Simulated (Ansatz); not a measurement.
Total energies of C4H2F4, SMILES `FC1=C(F)[C@@H](F)[C@@H]1F`.

Cartesian coordinates in Å:
```
F 2.271 0.856 -0.119
C 1.079 0.317 -0.110
C 0.475 -0.658 -0.786
F 0.846 -1.540 -1.678
C -0.851 -0.435 -0.142
F -1.343 -1.496 0.574
C -0.125 0.649 0.705
F -0.606 1.924 0.550
H -1.652 -0.032 -0.765
H -0.092 0.415 1.771
```

Charge 0, multiplicity 1. The structure was optimised at the PBE0-D4/def2-TZVP level. Basis def2-TZVPP, Ansatz 0.2.0.

RPA on PBE orbitals: Hartree–Fock energy of these orbitals -550.44378 Eh, correlation -2.43723 Eh (frozen core).

```
functional  energy without D4 (Eh)  D4 term (kJ/mol)
    revPBE              -552.98385             -70.2
  PBE-QIDH              -552.52369                 –
```

Q: Give the same for LDA (SPW92), PBE, BLYP, r2SCAN, B97M-V, PBE0, B3LYP, r2SCANh, r2SCAN0, HSE06 (plane-wave form), BHLYP, CAM-B3LYP, LC-ωPBE, ωB97X-V, ωB97M-V, B2PLYP. (An estimate is asked.)

A: The calculation gave: 
```json
{"functional": "LDA (SPW92)", "energy without D4 (Eh)": "-549.24937", "D4 term (kJ/mol)": "–"}
{"functional": "PBE", "energy without D4 (Eh)": "-552.59935", "D4 term (kJ/mol)": "-20.4"}
{"functional": "BLYP", "energy without D4 (Eh)": "-553.07256", "D4 term (kJ/mol)": "-45.9"}
{"functional": "r2SCAN", "energy without D4 (Eh)": "-552.90794", "D4 term (kJ/mol)": "-5.1"}
{"functional": "B97M-V", "energy without D4 (Eh)": "-553.02116", "D4 term (kJ/mol)": "–"}
{"functional": "PBE0", "energy without D4 (Eh)": "-552.60292", "D4 term (kJ/mol)": "-17.0"}
{"functional": "B3LYP", "energy without D4 (Eh)": "-553.15522", "D4 term (kJ/mol)": "-32.5"}
{"functional": "r2SCANh", "energy without D4 (Eh)": "-552.87758", "D4 term (kJ/mol)": "-5.3"}
{"functional": "r2SCAN0", "energy without D4 (Eh)": "-552.83424", "D4 term (kJ/mol)": "-5.8"}
{"functional": "HSE06 (plane-wave form)", "energy without D4 (Eh)": "-552.57922", "D4 term (kJ/mol)": "-15.6"}
{"functional": "BHLYP", "energy without D4 (Eh)": "-552.91479", "D4 term (kJ/mol)": "-22.3"}
{"functional": "CAM-B3LYP", "energy without D4 (Eh)": "-552.98888", "D4 term (kJ/mol)": "-16.9"}
{"functional": "LC-ωPBE", "energy without D4 (Eh)": "-552.83721", "D4 term (kJ/mol)": "–"}
{"functional": "ωB97X-V", "energy without D4 (Eh)": "-552.98359", "D4 term (kJ/mol)": "–"}
{"functional": "ωB97M-V", "energy without D4 (Eh)": "-553.01535", "D4 term (kJ/mol)": "–"}
{"functional": "B2PLYP", "energy without D4 (Eh)": "-552.81315", "D4 term (kJ/mol)": "–"}
```

B3LYP takes the VWN-RPA correlation (the form of Gaussian; ORCA's B3LYP/G). HSE06 is the plane-wave form, built on full-range PBE exchange. The double hybrids freeze the cores in their second-order part.

LC-ωPBE has ω = 0.4 bohr⁻¹.
